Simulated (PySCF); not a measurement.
These are PySCF 2.14.0 with ωB97X-D3(BJ)/def2-TZVP // PBE0-D3(BJ)/def2-TZVP values and carry that method's errors. Gas-phase values, no solvent. 

Reference species (SMILES): `[Al]([Br])[SiH3]` (neutral, multiplicity 2).

```json
{
 "dipole_moment": "1.64 D"
}
```

Changed species: `[SiH3][Al][SiH3]` (radical fragment; the reference has radical fragment).

### Question
Predict the effect on the dipole moment.

### Answer
the dipole moment drops by 0.90 D, to 0.74 D.
